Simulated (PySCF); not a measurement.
CH₄BFNP.
Structure used (PBE0-D3(BJ)/def2-SVP), in Å, numbered top down from 1:
```
atom  x, y, z in Å
N1     1.827    0.465   -1.852
C2     1.431    0.033   -0.849
B3     0.747   -0.489    0.466
P4    -0.977    0.234    0.112
F5    -2.095   -0.013    1.216
H6     0.618   -1.696    0.520
H7     1.145    0.039    1.485
H8    -1.028    1.636   -0.064
H9    -1.608   -0.227   -1.067
```

All values: PBE0/pcSseg-1 and PBE0/def2-SVPD (PySCF, non-relativistic), on one gas-phase PBE0-D3(BJ)/def2-SVP geometry that isn't relaxed in the solvent. The solvent is an IEF-PCM continuum (cavity from Bondi-type radii × 1.2). The model holds no explicit solvent molecules, cavitation or dispersion.

Gas phase at PBE0/pcSseg-1: HOMO -8.88 eV, LUMO -1.63 eV, dipole 4.64 D.

Problem. What does the continuum do to the energy, the frontier levels and the dipole at PBE0/pcSseg-1 in acetone and water?

Solution. 
```
solvent      ε  E(solvent) − E(gas) (kcal/mol)  polarisation term (kcal/mol)  distortion of the solute (kcal/mol)  HOMO (eV)  LUMO (eV)  dipole (D)
acetone  20.49                          -11.14                        -13.41                                 2.27      -8.94      -1.08        5.92
  water  78.36                          -11.81                        -14.36                                 2.55      -8.95      -1.05        5.99
```

The polarisation term is half the interaction of the solute with the surface charges that it induces; the rest is the cost of distorting the solute's density. The sum is the electrostatic part of solvation alone. From acetone to water the lowering changes by a factor 1.06, Onsager's factor (ε − 1)/(2ε + 1) by 1.06 and ε itself by 3.8.

Problem. Which radius a makes the point-dipole formula ΔE = −[(ε − 1)/(2ε + 1)]·μ²/a³ give the value in water, with the gas-phase dipole?

Solution. μ = 1.824 au and |ΔE| = 0.01881 Eh give a = 2.34 Å; the farthest nucleus lies 2.64 Å from the centroid of the nuclei, so such a sphere wouldn't even hold the nuclei. The formula assumes a rigid point dipole at the centre of a sphere.

Problem. Give the dipole vector in the frame of the coordinates (D, pointing from negative to positive charge), gas and water.

Solution. Gas (-4.43, 0.66, 1.22), solvent (-5.73, 0.89, 1.50). Its length changes by +29 % and its direction by less than 1°.

Problem. Which Hirshfeld charges (PBE0/pcSseg-1) respond most in acetone (means over atoms taken as equivalent)?

Solution. 
```json
{"atoms": "N1", "environment": "cyano nitrogen", "gas (e)": "-0.242", "solvent (e)": "-0.302", "change": "-0.060"}
{"atoms": "P4", "environment": "phosphorus bonded to B, F and 2 H", "gas (e)": "+0.458", "solvent (e)": "+0.485", "change": "+0.027"}
{"atoms": "H8/H9", "environment": "P–H hydrogen", "gas (e)": "+0.039", "solvent (e)": "+0.061", "change": "+0.022"}
{"atoms": "C2", "environment": "cyano carbon", "gas (e)": "-0.005", "solvent (e)": "+0.006", "change": "+0.011"}
{"atoms": "B3", "environment": "four-coordinate boron", "gas (e)": "-0.076", "solvent (e)": "-0.082", "change": "-0.006"}
{"atoms": "H6/H7", "environment": "B–H hydrogen", "gas (e)": "-0.050", "solvent (e)": "-0.056", "change": "-0.006"}
{"atoms": "F5", "environment": "phosphorus-bound fluorine", "gas (e)": "-0.113", "solvent (e)": "-0.117", "change": "-0.004"}
```

Problem. Which Mayer bond orders change most in acetone?

Solution. 
| bond | length (Å) | gas | solvent | change |
| --- | --- | --- | --- | --- |
| B3–P4 | 1.903 | 0.804 | 0.838 | +0.034 |
| N1–C2 | 1.162 | 2.916 | 2.933 | +0.017 |
| P4–F5 | 1.590 | 0.922 | 0.912 | -0.010 |
| C2–B3 | 1.571 | 0.833 | 0.842 | +0.009 |
| P4–H8 | 1.414 | 0.905 | 0.907 | +0.002 |
| B3–H7 | 1.215 | 0.943 | 0.942 | -0.001 |
| P4–H9 | 1.414 | 0.905 | 0.906 | +0.001 |
| B3–H6 | 1.215 | 0.943 | 0.943 | 0.000 |

Gas phase at PBE0/def2-SVPD: HOMO -8.92 eV, LUMO -1.76 eV, dipole 4.54 D.

Problem. What does the continuum do to the energy, the frontier levels and the dipole at PBE0/def2-SVPD in acetone?

Solution. 
```tsv
solvent	ε	E(solvent) − E(gas) (kcal/mol)	polarisation term (kcal/mol)	distortion of the solute (kcal/mol)	HOMO (eV)	LUMO (eV)	dipole (D)
acetone	20.49	-10.65	-13.06	2.41	-8.99	-1.22	5.93
```

Problem. How does the static polarisability (PBE0/def2-SVPD, frozen core, with the continuum's full static response) change?

Solution. 
```tsv
medium	isotropic (au)	principal values (au)	⟨r²⟩ of the electrons (bohr²)
gas	57.5	46.9, 57.1, 68.6	631.3
acetone	75.1	62.8, 74.5, 88.1	633.7
```

The isotropic value in acetone is 1.31 times the gas-phase one; no cavity-field correction is applied. ⟨r²⟩ is taken about the centre of nuclear charge.
